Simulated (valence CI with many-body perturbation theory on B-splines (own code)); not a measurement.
**Dy²⁵⁺: calculated level list**

Method: configuration interaction combined with many-body perturbation theory (CI+MBPT): five valence electrons over a frozen Dirac-Fock core [Kr], radial functions for each j: 7 s, 7 p, 8 d, 6 f, 4 g, 1 h, with the one-electron correlation potential Σ1, the two-electron term Σ2, the three-electron term Σ3, Breit, model QED; selected CI, second order for the rest (own B-spline code, finite nucleus).

No measured levels were compared; by estimate terms of the open shell hold to 2 to 4 % of their energy, and close levels can change places. Core correlation moves these levels by up to 9800 cm⁻¹, and in measured spectra 5 to 20 % of such shifts remained as error; rates that hang on mixing are uncertain with them. Only levels of the ground parity were solved; by the run's estimate the other parity begins above the list, which can be wrong where configurations are misplaced.

Levels 1 to 37 of 37, with energies above the lowest level, (4d3/2^4 4d5/2) J=5/2. "Leading %" is the weight of the configuration and term that name the level; weights of strongly mixed levels are sums over their largest components and can fall short. In the jj column 3d3/2^4 stands for four electrons in 3d with j = 3/2. Lifetimes count E1, E2, E3, M1 and M2 decay at the calculated energies, and are blank where another channel may lead or the interval is too uncertain; long ones can be off by a factor of two.

```
No.  Configuration  Term     J  E (eV)  Leading %      g  Lifetime  Second component              Leading jj
  1            4d⁵    ⁶S   5/2   0.000         37  1.585                 30 % 4d⁵ ⁴P    4d3/2^4 4d5/2 (72 %)
  2            4d⁵    ⁶S   5/2   6.026         33  1.236    243 μs       25 % 4d⁵ ²F  4d3/2^3 4d5/2^2 (62 %)
  3            4d⁵    ⁴G   7/2   9.686         42  1.148    408 μs       21 % 4d⁵ ⁴D  4d3/2^3 4d5/2^2 (96 %)
  4            4d⁵    ⁴D   3/2  10.037         43  1.250    125 μs       34 % 4d⁵ ⁴P  4d3/2^3 4d5/2^2 (95 %)
  5            4d⁵    ⁴G  11/2  10.409         47  1.145                 34 % 4d⁵ ²H  4d3/2^3 4d5/2^2 (93 %)
  6            4d⁵    ⁴G   9/2  11.387         49  1.154   20.9 ms       19 % 4d⁵ ⁴F  4d3/2^3 4d5/2^2 (86 %)
  7            4d⁵    ⁴D   5/2  11.788         38  1.134    451 μs       22 % 4d⁵ ⁴G  4d3/2^3 4d5/2^2 (73 %)
  8            4d⁵    ⁴P   1/2  12.407         53  1.806   4.10 ms       25 % 4d⁵ ⁴D  4d3/2^3 4d5/2^2 (76 %)
  9            4d⁵    ²F   7/2  13.838         33  1.118   1.93 ms       25 % 4d⁵ ⁴F  4d3/2^3 4d5/2^2 (88 %)
 10            4d⁵    ²D   5/2  15.657         36  1.224   81.2 μs       18 % 4d⁵ ⁴G  4d3/2^2 4d5/2^3 (64 %)
 11            4d⁵    ²D   3/2  17.115         51  0.792    459 μs       25 % 4d⁵ ⁴F  4d3/2^3 4d5/2^2 (64 %)
 12            4d⁵    ⁴D   7/2  17.284         49  1.213    176 μs       32 % 4d⁵ ⁴G  4d3/2^2 4d5/2^3 (92 %)
 13            4d⁵    ²I  11/2  17.801         56  1.066    238 μs       40 % 4d⁵ ⁴G  4d3/2^2 4d5/2^3 (94 %)
 14            4d⁵    ⁴G   9/2  18.444         45  1.147    249 μs       42 % 4d⁵ ²G  4d3/2^2 4d5/2^3 (86 %)
 15            4d⁵    ⁴D   1/2  18.788         72  0.653    135 μs       16 % 4d⁵ ⁴P  4d3/2^2 4d5/2^3 (92 %)
 16            4d⁵    ²I  13/2  19.528         99  1.074   1.11 ms                    4d3/2^2 4d5/2^3 (99 %)
 17            4d⁵    ⁴P   3/2  19.552         52  1.199   65.5 μs       32 % 4d⁵ ⁴F  4d3/2^2 4d5/2^3 (91 %)
 18            4d⁵    ²F   5/2  20.119         41  1.013    127 μs       23 % 4d⁵ ⁴D  4d3/2^2 4d5/2^3 (89 %)
 19            4d⁵    ²H   9/2  21.988         52  1.109   89.2 μs       47 % 4d⁵ ⁴F  4d3/2^2 4d5/2^3 (99 %)
 20            4d⁵    ²G   7/2  22.493         61  0.990    365 μs       33 % 4d⁵ ²F  4d3/2^2 4d5/2^3 (98 %)
 21            4d⁵    ⁴F   5/2  22.869         57  1.037   95.2 μs       22 % 4d⁵ ²D  4d3/2^2 4d5/2^3 (92 %)
 22            4d⁵    ²D   3/2  23.769         86  0.812    232 μs        8 % 4d⁵ ⁴F  4d3/2^2 4d5/2^3 (64 %)
 23            4d⁵    ²S   1/2  24.849         48  1.857   98.4 μs       27 % 4d⁵ ⁴P  4d3/2^2 4d5/2^3 (61 %)
 24            4d⁵    ²F   7/2  24.881         45  1.058    143 μs       38 % 4d⁵ ²G  4d3/2^2 4d5/2^3 (85 %)
 25            4d⁵    ⁴P   5/2  26.284         35  1.230   39.1 μs       28 % 4d⁵ ²F    4d3/2 4d5/2^4 (84 %)
 26            4d⁵    ²G   9/2  27.072         64  1.103    223 μs       19 % 4d⁵ ²H  4d3/2^2 4d5/2^3 (81 %)
 27            4d⁵    ⁴F   7/2  28.773         34  1.194   58.0 μs       30 % 4d⁵ ²F    4d3/2 4d5/2^4 (96 %)
 28            4d⁵    ²H  11/2  29.651         61  1.068   64.9 μs       26 % 4d⁵ ²I    4d3/2 4d5/2^4 (97 %)
 29            4d⁵    ²D   3/2  30.004         51  0.900   45.9 μs       22 % 4d⁵ ⁴D    4d3/2 4d5/2^4 (84 %)
 30            4d⁵    ²D   5/2  31.387         64  1.131   70.4 μs       23 % 4d⁵ ²F    4d3/2 4d5/2^4 (52 %)
 31            4d⁵    ²G   9/2  32.092         73  1.111   86.6 μs       11 % 4d⁵ ²H    4d3/2 4d5/2^4 (79 %)
 32            4d⁵    ²P   3/2  32.110         78  1.213    158 μs       16 % 4d⁵ ²D  4d3/2^2 4d5/2^3 (86 %)
 33            4d⁵    ²D   5/2  33.303         64  1.109   77.9 μs       23 % 4d⁵ ²F  4d3/2^2 4d5/2^3 (38 %)
 34            4d⁵    ²G   7/2  34.065         66  0.975   80.3 μs       27 % 4d⁵ ²F    4d3/2 4d5/2^4 (89 %)
 35            4d⁵    ²P   1/2  37.136         71  1.011                 23 % 4d⁵ ²S    4d3/2 4d5/2^4 (75 %)
 36            4d⁵    ²D   3/2  41.417         77  0.881   45.1 μs       18 % 4d⁵ ²P    4d3/2 4d5/2^4 (87 %)
 37            4d⁵    ²D   5/2  41.578         64  1.163   28.6 μs       15 % 4d⁵ ²F          4d5/2^5 (70 %)
```

The ionisation energy to 4d⁴ ³P0 of the next ion comes out as 872.6 eV (NIST: 872 ± 4 eV (theoretical)). All 37 levels together are meant to be complete up to 43.274 eV.
